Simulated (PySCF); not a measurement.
# A small calculation by hand: chemical shift, span and skew from a shielding tensor

C₂H₈F₂Si₂, SMILES C(F)(F)C([SiH3])[SiH3]. Atoms are numbered in the order given.

```xyz
14

F      0.7251     1.1550     1.2659
C      0.5013     1.2108    -0.0817
F     -0.4965     2.1251    -0.2796
C      0.1018    -0.1539    -0.6012
Si    -1.7071    -0.5952    -0.1678
Si     1.3069    -1.5125    -0.0243
H      1.4142     1.6139    -0.5543
H      0.1608    -0.1287    -1.7036
H     -1.9693    -0.3197     1.2696
H     -1.8852    -2.0546    -0.4237
H     -2.6664     0.1587    -1.0199
H      0.9922    -1.9471     1.3635
H      2.7073    -1.0004    -0.0773
H      1.1732    -2.6763    -0.9444
```

Coordinates come from a B3LYP-D3(BJ)/def2-SVP optimisation. The structure was generated by enumeration, and PubChem lists no compound with its InChIKey, so it may never have been made. The values are those of a single conformer.

GIAO shieldings from PySCF with PBE0/pcSseg-1, non-relativistic, no solvent. The symmetric part of the tensor of C2 has the principal values 38.1, 68.2, 79.5 ppm. The same nucleus in TMS has σ = 186.3 ppm at this level (PySCF, at its B3LYP-D3(BJ)/def2-TZVP geometry).

### Question
Work out the isotropic shielding, the ¹³C shift against TMS, the span and the skew.

### Answer

σ(iso) = (σ11 + σ22 + σ33)/3 = 61.9 ppm. δ = σ(ref) − σ(iso) = 186.3 − (61.9) = 124.4 ppm.
Span Ω = σ33 − σ11 = 41.4 ppm. Skew κ = 3(σ(iso) − σ22)/Ω = -0.45. Tumbling in solution averages the tensor to δ; in a static solid the shielding alone would spread this spin-1/2 line over Ω.
